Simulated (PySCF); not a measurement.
**Running PySCF for GeB⁺**

Input:

```python
from pyscf import gto, dft

mol = gto.M(
    atom='Ge 0 0 0; B 0 0 2.075',
    basis='x2c-svpall',
    charge=1,
    spin=2,
    symmetry=True,
    verbose=4,
)
mf = dft.UKS(mol, xc='r2scan')
mf = mf.sfx2c1e()
mf.kernel()
mf.analyze()
print('orbital energies (hartree):', [e[max(0, n-3):n+3].round(4) for e, n in zip(mf.mo_energy, mol.nelec)])
```

```bash
$ OMP_NUM_THREADS=1 python input.py
```

The log (some set-up lines and the per-cycle HOMO/LUMO lines with their warnings removed):

```
PySCF version 2.14.0

[INPUT] verbose = 4
[INPUT] num. atoms = 2
[INPUT] num. electrons = 36
[INPUT] charge = 1
[INPUT] spin (= nelec alpha-beta = 2S) = 2
[INPUT] symmetry True subgroup None
[INPUT] Mole.unit = angstrom
[INPUT] Symbol           X                Y                Z      unit          X                Y                Z       unit  Magmom
[INPUT]  1 Ge     0.000000000000   0.000000000000   0.000000000000 AA    0.000000000000   0.000000000000   0.000000000000 Bohr   0.0
[INPUT]  2 B      0.000000000000   0.000000000000   2.075000000000 AA    0.000000000000   0.000000000000   3.921181708473 Bohr   0.0

nuclear repulsion = 40.8040259022651
point group symmetry = Coov
symmetry origin: [0.         0.         0.52988942]
symmetry axis x: [1. 0. 0.]
symmetry axis y: [0. 1. 0.]
symmetry axis z: [0. 0. 1.]
num. orbitals of irrep A1 = 18
num. orbitals of irrep E1x = 10
num. orbitals of irrep E1y = 10
num. orbitals of irrep E2x = 4
num. orbitals of irrep E2y = 4
number of shells = 6
number of NR pGTOs = 98
number of NR cGTOs = 46
basis = x2c-svpall
ecp = {}

******** <class 'pyscf.x2c.sfx2c1e.sfX2C1eSymAdaptedUKS'> ********
method = sfX2C1eSymAdaptedUKS
initial guess = minao
damping factor = 0
level_shift factor = 0
DIIS = <class 'pyscf.scf.diis.CDIIS'>
diis_start_cycle = 1
diis_space = 8
diis_damp = 0
SCF conv_tol = 1e-09
SCF conv_tol_grad = None
SCF max_cycles = 50
direct_scf = True
direct_scf_tol = 1e-13
number electrons alpha = 19  beta = 17
XC library pyscf.dft.libxc version 7.0.0
    S. Lehtola, C. Steigemann, M. J.T. Oliveira, and M. A.L. Marques.,  SoftwareX 7, 1–5 (2018)
XC functionals = r2scan
    J. W. Furness, A. D. Kaplan, J. Ning, J. P. Perdew, and J. Sun.,  J. Phys. Chem. Lett. 11, 8208-8215 (2020)
    J. W. Furness, A. D. Kaplan, J. Ning, J. P. Perdew, and J. Sun.,  J. Phys. Chem. Lett. 11, 9248-9248 (2020)
    J. W. Furness, A. D. Kaplan, J. Ning, J. P. Perdew, and J. Sun.,  J. Phys. Chem. Lett. 11, 8208-8215 (2020)
    J. W. Furness, A. D. Kaplan, J. Ning, J. P. Perdew, and J. Sun.,  J. Phys. Chem. Lett. 11, 9248-9248 (2020)
radial grids:
    Treutler-Ahlrichs [JCP 102, 346 (1995); DOI:10.1063/1.469408] (M4) radial grids

becke partition: Becke, JCP 88, 2547 (1988); DOI:10.1063/1.454033
pruning grids: <function nwchem_prune>
grids dens level: 3
symmetrized grids: True
atomic radii adjust function: <function treutler_atomic_radii_adjust>
small_rho_cutoff = 0

******** <class 'pyscf.x2c.sfx2c1e.SpinFreeX2CHelper'> ********
approx = 1e
xuncontract = 1
Freeze 0 electrons in irreps []
    36 free electrons in irreps A1 E1x E1y E2x E2y
Set gradient conv threshold to 3.16228e-05
tot grids = 34688
init E= -2123.02426002615

cycle= 1 E= -2122.71093184851  delta_E= 0.313  |g|= 0.353  |ddm|= 1.08
cycle= 2 E= -2122.69741925354  delta_E= 0.0135  |g|= 0.395  |ddm|= 0.856
cycle= 3 E= -2122.70558232784  delta_E= -0.00816  |g|= 0.22  |ddm|= 0.619
cycle= 4 E= -2122.75522136839  delta_E= -0.0496  |g|= 0.0564  |ddm|= 0.415
cycle= 5 E= -2122.7588773362  delta_E= -0.00366  |g|= 0.00953  |ddm|= 0.0881
cycle= 6 E= -2122.75929779577  delta_E= -0.00042  |g|= 0.00598  |ddm|= 0.0498
cycle= 7 E= -2122.75950897023  delta_E= -0.000211  |g|= 0.005  |ddm|= 0.0289
cycle= 8 E= -2122.76009614791  delta_E= -0.000587  |g|= 0.00354  |ddm|= 0.12
cycle= 9 E= -2122.76017563225  delta_E= -7.95e-05  |g|= 0.000897  |ddm|= 0.0366
cycle= 10 E= -2122.76018170654  delta_E= -6.07e-06  |g|= 0.000164  |ddm|= 0.0123
cycle= 11 E= -2122.76018172662  delta_E= -2.01e-08  |g|= 0.000109  |ddm|= 0.00102
cycle= 12 E= -2122.76018174271  delta_E= -1.61e-08  |g|= 2.48e-05  |ddm|= 0.000868
cycle= 13 E= -2122.76018174543  delta_E= -2.72e-09  |g|= 2.66e-05  |ddm|= 0.000385
cycle= 14 E= -2122.76018174582  delta_E= -3.91e-10  |g|= 2.25e-05  |ddm|= 3.77e-05
Extra cycle  E= -2122.76018174539  delta_E= 4.34e-10  |g|= 2.83e-05  |ddm|= 4.72e-05
converged SCF energy = -2122.76018174539  <S^2> = 2.1571616  2S+1 = 3.103006
**** SCF Summaries ****
Total Energy =                       -2122.760181745387399
Nuclear Repulsion Energy =              40.804025902265060
One-electron Energy =                -3024.600474131566443
Two-electron Energy =                  861.036266483914233
Two-electron Coulomb Energy =          944.857276763061577
DFT Exchange-Correlation Energy =      -83.821010279147330
**** MO energy ****
[12 lines left out]
alpha MO #13 (A1 #7), energy= -1.39495249492624 occ= 1
alpha MO #14 (E1x #3), energy= -1.39443685752136 occ= 1
alpha MO #15 (E1y #3), energy= -1.39443685752136 occ= 1
alpha MO #16 (A1 #8), energy= -0.780617529549423 occ= 1
alpha MO #17 (A1 #9), energy= -0.603762282913913 occ= 1
alpha MO #18 (E1x #4), energy= -0.462990271479204 occ= 1
alpha MO #19 (E1y #4), energy= -0.462990271479204 occ= 1
alpha MO #20 (A1 #10), energy= -0.441155400175063 occ= 0
alpha MO #21 (E1x #5), energy= -0.343810689351847 occ= 0
alpha MO #22 (E1y #5), energy= -0.343810689351847 occ= 0
[24 lines left out]
[10 lines left out]
beta  MO #11 (A1 #7), energy= -1.39550992339542 occ= 1
beta  MO #12 (E1x #3), energy= -1.39299045160394 occ= 1
beta  MO #13 (E1y #3), energy= -1.39299045160394 occ= 1
beta  MO #14 (E2x #1), energy= -1.39150787968825 occ= 1
beta  MO #15 (E2y #1), energy= -1.39150787968825 occ= 1
beta  MO #16 (A1 #8), energy= -0.74012755437062 occ= 1
beta  MO #17 (A1 #9), energy= -0.551200380335323 occ= 1
beta  MO #18 (A1 #10), energy= -0.390238516689106 occ= 0
beta  MO #19 (E1x #4), energy= -0.380235952938434 occ= 0
beta  MO #20 (E1y #4), energy= -0.380235952938434 occ= 0
[26 lines left out]
 ** Mulliken pop alpha/beta on meta-lowdin orthogonal AOs **
 ** Mulliken pop       alpha | beta **
pop of  0 Ge 1s        1.00000 | 1.00000
pop of  0 Ge 2s        1.00000 | 1.00000
pop of  0 Ge 3s        0.99995 | 0.99996
pop of  0 Ge 4s        0.87001 | 0.88984
pop of  0 Ge 5s        0.00318 | 0.00652
pop of  0 Ge 2px       1.00000 | 1.00000
pop of  0 Ge 2py       1.00000 | 1.00000
pop of  0 Ge 2pz       1.00000 | 1.00000
pop of  0 Ge 3px       0.99999 | 0.99999
pop of  0 Ge 3py       0.99999 | 0.99999
pop of  0 Ge 3pz       0.99999 | 0.99999
pop of  0 Ge 4px       0.45276 | 0.00002
[34 lines left out]
In total            19.00000 | 17.00000
 ** Mulliken atomic charges   ( Nelec_alpha | Nelec_beta ) **
charge of  0Ge =      0.70214  (    15.98317     15.31469 )
charge of  1B =      0.29786  (     3.01683      1.68531 )
Dipole moment(X, Y, Z, Debye):  0.00000,  0.00000,  3.41769
orbital energies (hartree): [array([-0.6038, -0.463 , -0.463 , -0.4412, -0.3438, -0.3438]), array([-1.3915, -0.7401, -0.5512, -0.3902, -0.3802, -0.3802])]
```

In short: E(SCF) = -2122.760182 Eh, 14 cycles, ⟨S²⟩ = 2.157.

Hardware: Intel Xeon Platinum 8375C @ 2.90GHz, 1 thread, shared host. Wall time 4.9 s, peak memory 0.21 GiB.

The bond length is a typed value, not an optimised one. The dipole of an ion depends on the origin. No search for the lowest solution was made.
